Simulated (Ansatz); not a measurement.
Gas-phase electronic energies from Ansatz, PBE0-D4/def2-TZVP geometries. CBS: MP2 limit from def2 TZ/QZ plus the TZ coupled-cluster correction, frozen cores. This one scheme is used for every species. DFT in def2-TZVPP. B3LYP here is the variant with VWN-RPA as its local correlation; programs differ in this. HSE06 is defined as in plane-wave codes. For Ga outer-core shells are correlated without core-valence functions, which leaves a few kJ/mol of doubt a bond. Scalar relativity is left out up to krypton. One conformer a species, not always the lowest.

Consider the redistribution: `[F][AlH][SH]` + `C=C[O][GaH2]` → `C=C[O][AlH][F]` + `[SH][GaH2]`.

`[F][AlH][SH]`:

```xyz
5

F     1.896   -0.456    0.877
Al    0.569    0.156    0.121
S    -1.200   -1.099    0.116
H     0.635    1.576   -0.543
H    -1.899   -0.177   -0.571
```

`C=C[O][GaH2]`:

Z-matrix (Å, degrees):
```
C
C 1 1.330
H 1 1.085 2 122.2
H 1 1.081 2 119.9 3 -179.3
O 2 1.342 1 126.7 3 0.1
H 2 1.090 1 120.5 3 178.2
Ga 5 1.803 2 125.3 1 -41.4
H 7 1.554 5 111.6 2 170.1
H 7 1.557 5 116.5 2 -11.5
```

`C=C[O][AlH][F]`:

Cartesian coordinates in Å:
```
C -1.391 -0.389 1.317
C -0.237 -0.382 0.666
O -0.027 0.335 -0.454
Al 1.229 0.613 -1.541
F 0.905 1.634 -2.783
H -2.236 0.194 0.972
H -1.496 -0.986 2.212
H 0.611 -0.969 1.018
H 2.640 -0.051 -1.407
```

`[SH][GaH2]`:

Cartesian coordinates in Å:
```
S 1.198 0.891 0.566
Ga -0.560 -0.034 -0.376
H 1.608 -0.232 1.177
H -1.424 0.924 -1.252
H -0.822 -1.549 -0.115
```

```
             level  ΔE (kJ/mol)  difference from CCSD(T)/CBS
       LDA (SPW92)        -47.6                          2.5
            PBE-D4        -45.3                          4.8
         revPBE-D4        -42.7                          7.4
           BLYP-D4        -48.2                          1.9
         r2SCAN-D4        -49.2                          0.9
            B97M-V        -48.0                          2.1
           PBE0-D4        -49.3                          0.8
          B3LYP-D4        -51.8                         -1.7
        r2SCAN0-D4        -52.4                         -2.3
          HSE06-D4        -49.2                          0.9
          BHLYP-D4        -55.3                         -5.2
      CAM-B3LYP-D4        -52.9                         -2.8
           ωB97X-V        -48.3                          1.8
           ωB97M-V        -50.8                         -0.7
            B2PLYP        -51.8                         -1.7
          PBE-QIDH        -50.1                          0.0
               PBE        -47.0                          3.1
            revPBE        -47.3                          2.8
              BLYP        -52.1                         -2.0
            r2SCAN        -49.5                          0.6
              PBE0        -50.7                         -0.6
             B3LYP        -54.7                         -4.6
           r2SCAN0        -52.8                         -2.7
             HSE06        -50.6                         -0.5
             BHLYP        -57.6                         -7.5
         CAM-B3LYP        -54.4                         -4.3
           LC-ωPBE        -49.8                          0.3
RPA@PBE/def2-TZVPP        -46.5                          3.6
       HF/def2-SVP        -57.0                         -6.9
      MP2/def2-SVP        -49.2                          0.9
  CCSD(T)/def2-SVP        -49.2                          0.9
     HF/def2-TZVPP        -58.6                         -8.5
    MP2/def2-TZVPP        -48.7                          1.4
   CCSD/def2-TZVPP        -51.1                         -1.0
CCSD(T)/def2-TZVPP        -48.5                          1.6
     HF/def2-QZVPP        -58.7                         -8.6
    MP2/def2-QZVPP        -49.6                          0.5
SCS-MP2/def2-QZVPP        -50.3                         -0.2
      HF/CBS(def2)        -58.7                         -8.6
    CCSD/CBS(def2)        -52.7                         -2.6
       CCSD(T)/CBS        -50.1                            0
```

**Question.** What do rigid-rotor, harmonic-oscillator terms from PBE0-D4/def2-TZVP frequencies (298.15 K, 1 bar) make of the CCSD(T)/CBS value? (Estimate.)

**Answer.** Ansatz gave: ΔZPE = +0.5 kJ/mol, ΔH = -48.9 kJ/mol, ΔS = 8 J/(mol·K), ΔG = -51.2 kJ/mol.

Largest T1 diagnostic among the species: 0.015.

Leaving LDA and LC-ωPBE aside and taking each functional with its dispersion term where it has one, the values spread over 12.6 kJ/mol, from BHLYP-D4 to revPBE-D4. From PBE to PBE0 (25 % exact exchange), in def2-TZVPP and without D4, ΔE moves by −3.7 kJ/mol.
